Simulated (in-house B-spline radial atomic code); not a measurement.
A radial electron density 4πr²n(r) was computed for an atom or ion in its tabulated ground configuration with a B-spline radial code for spherical atoms; method: non-relativistic LDA PW92, spin-polarised, spherical fractional occupations. Columns: r (bohr), 4πr²n(r) (electrons per bohr), bar.

```
 0.00379   0.4243 #
 0.00456   0.5993 #
 0.00549   0.8433 ##
  0.0066    1.176 ###
 0.00794    1.631 ####
 0.00955    2.241 #####
  0.0115    3.054 #######
  0.0138    4.087 ##########
  0.0166    5.409 #############
    0.02    7.046 #################
  0.0241    8.981 ######################
   0.029    11.13 ###########################
  0.0349    13.39 ################################
  0.0419    15.49 ######################################
  0.0504    17.19 ##########################################
  0.0607    18.16 ############################################
   0.073    18.14 ############################################
  0.0878    17.08 #########################################
   0.106    15.25 #####################################
   0.127     13.4 ################################
   0.153    12.21 ##############################
   0.184    12.37 ##############################
   0.221    13.88 ##################################
   0.266    16.02 #######################################
    0.32    17.48 ##########################################
   0.386    17.07 #########################################
   0.464    14.49 ###################################
   0.558    10.51 #########################
   0.671    6.572 ################
   0.808    3.944 ##########
   0.972    3.024 #######
    1.17    3.202 ########
    1.41    3.527 #########
    1.69     3.37 ########
    2.04    2.666 ######
    2.45    1.764 ####
    2.95   0.9646 ##
    3.54   0.4425 #
    4.26   0.1633 
    5.13  0.04746 
    6.17  0.01061 
    7.43 0.001708
```

**Question.** Which atom or ion is it?
A. S
B. Ar2+
C. P
D. K+

**Answer.** A. The area under the curve, ∫4πr²n dr = ∫r·4πr²n d(ln r) on this logarithmic grid, is 16 electrons; among the options with that count, the innermost peak, which lies near 1/Z bohr, picks Z = 16. The configuration is [Ne] 3s2 3p4.
